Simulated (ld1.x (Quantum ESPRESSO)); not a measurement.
## Mg: excitation energies, all-electron against TM

```json
{
  "Element": "magnesium (Mg)",
  "Generator": "ld1.x (Quantum ESPRESSO) 7.5",
  "Type": "norm-conserving Troullier–Martins (Kleinman–Bylander form)",
  "Functional": "PBE",
  "Relativity": "non-relativistic",
  "Frozen core": "[Ne]",
  "Valence charge": "2",
  "Reference configuration": "3s2 3p0",
  "Partial waves": "3p (bound, empty): rc 2.80 bohr; 3d channel at 0.25 Ry: rc 2.80 bohr; 3s (bound): rc 1.90 bohr",
  "Local potential": "the s channel",
  "Core correction": "Bessel-smoothed model core inside 1.55 bohr"
}
```

Energies are relative to the spin-unpolarised reference configuration 3s2 3p0; without spin polarisation the order of configurations can differ from experiment.

```json
{"valence configuration": "3s1.5 3p0", "charge": "+0.5", "ΔE all-electron (eV)": "3.140", "error AE − PS (meV)": "+0.4"}
{"valence configuration": "3s1 3p1", "charge": "0", "ΔE all-electron (eV)": "3.476", "error AE − PS (meV)": "+0.5"}
{"valence configuration": "3s0 3p1", "charge": "+1", "ΔE all-electron (eV)": "12.293", "error AE − PS (meV)": "+48"}
{"valence configuration": "3s0 3p2", "charge": "0", "ΔE all-electron (eV)": "7.149", "error AE − PS (meV)": "+12"}
```

Q: What are ΔE and the potential's error for 3s1 3p0?

A: ΔE = 7.949 eV all-electron; the error (AE − PS) is +1.3 meV.

Levels in the configuration 3s0 3p1:

```
level  all-electron (eV)  pseudo (eV)
   3p             -7.807       -7.763
```
